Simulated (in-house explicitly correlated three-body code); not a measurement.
Computed with an exponentially correlated three-body code. Model: two electrons around a point charge, non-relativistic, variational in 260 exponentially correlated functions (energies converged to about 1e-7 hartree, or 1e-8 relative for large Z).

For two electrons in a singlet the Kohn-Sham orbital is the square root of half the density, so the exact Kohn-Sham potential and energy parts follow from the density alone, and exchange is minus half the Hartree energy. The Kohn-Sham level equals minus the binding energy of the second electron.

Command:
```bash
python run_hyl.py task.json out
```
Settings (lengths in bohr, energies in hartree):
```
Z                      1.14
interaction_strength   1
functions              260
states_tried           13
```

Time taken, with all properties: 68 s on 1 thread of Arm Neoverse N1, with other jobs on the host.

**Those bound S and P states to n = 4 that converged, binding against the one-electron ion.**

Given: nuclear charge 1.14.

Computed: one-electron threshold -0.6498 hartree.

| term | energy (hartree) | binding (eV) | quantum defect |
| --- | --- | --- | --- |
| 1 1S | -0.739367824 | 2.4373 | 0.66922 |
| 2 3S | -0.655808083 | 0.16349 | 0.72284 |
| 3 3P | ? | ? | ? |
| 3 1P | -0.650891657 | 0.029705 | 0.0038055 |
| 4 3S | -0.650709461 | 0.024748 | 0.71738 |

Problem. What belongs in the row 3 3P?

Solution. energy (hartree): -0.650897498; binding (eV): 0.029864; quantum defect: 0.011789.

**Converged states only, values per electron or pair.**

| term | mean r (bohr) | mean r squared (bohr²) | mean inverse r (1/bohr) | mean r12 (bohr) | mean inverse r12 (1/bohr) | mean cosine | mean p1 dot p2 (bohr⁻²) | delta r1 (bohr⁻³) | delta r12 (bohr⁻³) |
| --- | --- | --- | --- | --- | --- | --- | --- | --- | --- |
| 1 1S | 2.0703 | 6.4103 | 0.82726 | 3.3013 | 0.40743 | -0.10129 | 0.050748 | 0.26151 | 0.0065921 |
| 2 3S | ? | ? | ? | ? | ? | ? | ? | ? | - |
| 3 3P | 44.892 | 4513.7 | 0.57789 | 88.483 | 0.015794 | -0.00069855 | -2.8075e-05 | 0.23579 | - |
| 3 1P | 45.176 | 4568.1 | 0.5778 | 89.049 | 0.015607 | -0.00062824 | 2.1747e-05 | 0.23579 | 5.934e-08 |
| 4 3S | 58.419 | 7548.4 | 0.57614 | 115.53 | 0.012178 | -0.00051845 | 2.1629e-05 | 0.23583 | - |

Problem. What belongs in the row 2 3S?

Solution. mean r (bohr): 9.4811; mean r squared (bohr²): 193.62; mean inverse r (1/bohr): 0.60701; mean r12 (bohr): 17.72; mean inverse r12 (1/bohr): 0.072367; mean cosine: -0.0085036; mean p1 dot p2 (bohr⁻²): 0.00035914; delta r1 (bohr⁻³): 0.2363.

**Exact Kohn-Sham parts of the ground state from its density.**

Computed: total energy -0.739367824 hartree; Hartree energy 0.95603 hartree; exchange energy -0.47802 hartree; DFT correlation energy -0.04055 hartree; kinetic part of the DFT correlation energy 0.03004 hartree; potential part of the DFT correlation energy -0.070589 hartree; exact minus restricted Hartree-Fock -0.039739 hartree; Kohn-Sham level -2.4373 eV; restricted Hartree-Fock level -2.9219 eV; dipole polarisability 47.49 bohr³.

Problem. What is the C6 of two such species?

Solution. 249.27 hartree·bohr⁶.

Problem. What is the Kohn-Sham kinetic?

Solution. 0.70933 hartree.

**Functionals on the exact density and self-consistent, errors are functional minus exact, hybrids only self-consistent, a dash where a self-consistent run leaves the top level unbound.**

```tsv
result	exchange error (millihartree)	correlation error (millihartree)	functional driven error (millihartree)	self consistent total error (millihartree)	top level plus exact binding (eV)
TPSS	-8.349	5.0326	-3.3164	-	-
SCAN	?	?	?	-	-
PBEsol	18.831	-1.6697	17.162	-	-
wB97X	-	-	-	-3.0164	-0.19065
RPBE	?	?	?	-	-
r2SCAN	-8.272	8.3735	0.10147	-	-
AM05	44.641	-29.177	15.465	-	-
BLYP	-9.4025	6.8386	-2.5639	-	-
M06-L	-8.2281	8.4347	0.20655	-	-
PBE0	-	-	-	3.1184	2.23
LDA VWN5	60.745	-39.966	20.779	-	-
PW91	-5.9015	4.6627	-1.2388	-	-
revTPSS	-7.4156	1.3791	-6.0365	-	-
```

Problem. What belongs in the row SCAN?

Solution. exchange error (millihartree): -8.272; correlation error (millihartree): 8.3735; functional driven error (millihartree): 0.10147.

Problem. What belongs in the row RPBE?

Solution. exchange error (millihartree): -13.291; correlation error (millihartree): 6.5485; functional driven error (millihartree): -6.7423.

The correlation energy of density-functional theory lies 0.81 millihartree below exact minus Hartree-Fock, because the Hartree-Fock density, unlike the exact one, minimises the Hartree-Fock energy.
